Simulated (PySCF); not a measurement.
## C3H7F3OSi: core ionisation energies

C3H7F3OSi.
Cartesian coordinates in Å at the PBE0-D3(BJ)/def2-SVP level; atoms count from 1:
```xyz
15
C3H7F3OSi angstrom
C     -0.9730    1.2580   -0.7101
C     -0.1173    0.0298   -0.4898
O      0.8967    0.3239    0.4225
Si     2.3569   -0.4834    0.5922
C     -0.9429   -1.1434    0.0269
F     -1.5560   -0.8660    1.1738
F     -1.8733   -1.4955   -0.8643
F     -0.1589   -2.2106    0.2344
H     -1.7778    1.0548   -1.4295
H     -1.4140    1.5785    0.2441
H     -0.3442    2.0714   -1.0949
H      0.3008   -0.3195   -1.4553
H      2.2852   -1.5614    1.6175
H      2.7385   -1.0664   -0.7322
H      3.3516    0.5383    1.0194
```

Computed with delta-SCF UKS SCAN, pcX-2 on the ionised atom, pcseg-1 elsewhere, spin-free X2C in PySCF. Vertical ΔSCF values, vacuum level as zero.

Task: List the computed XPS lines with their assignment.

Result: 
```tsv
atom(s)	environment	level	binding energy (eV)	2p1/2 (eV)	above the level's lowest (eV)	count
C1	methyl carbon	C 1s	291.19	–	0.00	1
C2	sp3 carbon bound to oxygen	C 1s	293.26	–	+2.07	1
O3	silyl ether oxygen	O 1s	538.49	–	0.00	1
Si4	oxygen-bound silicon	Si 2p3/2	107.70	108.33	0.00	1
Si4	oxygen-bound silicon	Si 1s	1847.59	–	0.00	1
C5	CF3 carbon	C 1s	298.12	–	+6.93	1
F6/F7/F8	fluorine of a CF3 group	F 1s	694.04	–	0.00	3
```

The listed C 1s values span 6.93 eV, from C1 (bonded to C and 3 H) to C5 (bonded to 3 F and C). The widest gap between neighbouring values is 4.86 eV, between 293.26 and 298.12 eV. Summing the Pauling electronegativity differences to the bonded atoms, each weighted by its formal bond order, gives -1.05 for the lowest site and +4.29 for the highest; no listed site has a larger sum than the highest.

Task: Express the binding energy of C 1s of C5 in atomic units and per mole.

Result: 298.12 eV = 10.9557 Eh = 28764 kJ/mol.

Task: Which photon wavelength matches the C 1s of C5 threshold?

Result: λ = hc/E = 12398.42 eV Å / 298.12 eV = 41.589 Å.

One atom of each set of topologically equivalent atoms was ionised and stands for the set; in this conformer not all members are related by symmetry, and their own values weren't computed. For 2p shells one spin-free hole was relaxed; a mean-field spin–orbit operator and the ground-state splitting of the three 2p orbitals were then diagonalised within the shell. The shell's mean is (2 × 2p3/2 + 2p1/2)/3, and the degeneracies 2j + 1 give areas of 2:1. 2p1/2 minus 2p3/2 (ligand field included): Si 0.63 eV. The structure is a single PBE0-D3(BJ)/def2-SVP conformer in the gas phase; no vibrational or solvent corrections.

Time: 4.4 min; peak memory 0.76 GiB. Hardware: one thread of an Intel Xeon at 2.50 GHz, no GPU, on a shared host.
